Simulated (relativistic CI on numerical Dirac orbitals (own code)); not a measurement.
# Bi XLIX: sensitivity of the levels to the model

Base calculation: Dirac-Coulomb-Breit CI, separate exchange-only KLI orbitals for each configuration, model QED (radiative potential, 1s self-energy scaled to tabulated hydrogen-like ionisation energies), unscaled Slater integrals.

Configuration list (outside the closed core [Ar] 3d10): 4s²4p⁵, 4s4p⁶, 4s²4p⁴4d, 4s²4p⁴4f, 4s4p⁵4d, 4s4p⁵4f, 4p⁶4d, 4s²4p³4d4f, 4s4p⁴4d², 4p⁶4f, 4s4p⁴4f², 4p⁵4d², 4p⁴4d³, 4p⁴4d²4f. Double excitations out of closed p, d and f shells are left out; levels of such configurations are missing from the list, as are those of other unlisted configurations, and high levels can miss mixing partners.

The lowest level and the first level of each name with at least 55 % of one term (blank where a level has no safe partner in the second run):

```
           Level  Base (eV)  Shift (eV)
   4s²4p⁵ ²P°3/2      0.000       0.000
   4s²4p⁵ ²P°1/2    173.045      +0.665
  4s²4p⁴4d ²D3/2    196.423      +1.692
  4s²4p⁴4d ⁴F9/2    218.541      +1.694
     4s4p⁶ ²S1/2    302.088      +4.506
  4s²4p⁴4d ⁴D1/2    346.318      +2.614
  4s²4p⁴4d ²G7/2    358.391      +2.586
  4s²4p⁴4d ²G9/2    394.151      +2.418
 4s²4p⁴4f ⁴D°1/2    446.615            
4s²4p⁴4f ⁴G°11/2    457.946            
 4s²4p⁴4f ²F°7/2    465.387            
  4s4p⁵4d ⁴P°1/2    481.622            
  4s4p⁵4d ⁴P°3/2    488.560            
  4s4p⁵4d ²P°1/2    511.198
```

At this charge energies of transitions that change n are usually good to better than 1 %, and those within a shell (Δn = 0) to a few per cent.

**Question.** One thing was changed in a second run, which moved the levels as shown. Which?
A. only the first 3 configurations
B. Breit term removed
C. QED terms removed
D. non-relativistic limit

**Answer.** A. Only the first 3 configurations. With fewer configurations the levels that remain lose their mixing partners.

LS names give the leading component of a level, which can be under half, so a name can repeat, a term be missing and a line seem to break the LS rules.
